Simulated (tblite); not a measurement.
Isomers of C11H10. Computed values, GFN2-xTB/tblite, gas phase, harmonic and unscaled. This tight-binding method is rough: wavenumbers can miss measured ones by several per cent, in bad cases by 10 to 20. One conformer each.

Electronic energies: GFN2-xTB at the same geometries; isomer energies are rough at this level and their order can be wrong.

| SMILES | electronic energy, lowest = 0 (kJ/mol) |
| --- | --- |
| C=C1C=Cc2ccc(C)cc21 | 92.5 |
| Cc1ccc2ccccc2c1 | 0.0 |
| C1=C[C@H]2C[C@@H]1c1ccccc12 | 76.0 |

Q: How do GFN2-xTB zero-point energies change the relative energies?

A: 
```tsv
SMILES	ZPE (kJ/mol)	of it from modes above 1550 cm⁻¹	electronic (kJ/mol)	with ZPE, lowest = 0 (kJ/mol)	lowest mode (cm⁻¹)	rings
Cc1ccc2ccccc2c1	446.6	211.6	0.0	0.0	70	2
C1=C[C@H]2C[C@@H]1c1ccccc12	452.6	212.5	76.0	82.1	138	3
C=C1C=Cc2ccc(C)cc21	442.0	222.7	92.5	87.8	18i	2
```

The zero-point energies span 10.6 kJ/mol, from `C=C1C=Cc2ccc(C)cc21` to `C1=C[C@H]2C[C@@H]1c1ccccc12`. Slightly imaginary modes are left out of the zero-point energy: `C=C1C=Cc2ccc(C)cc21` 17.9i cm⁻¹. The order is unchanged.
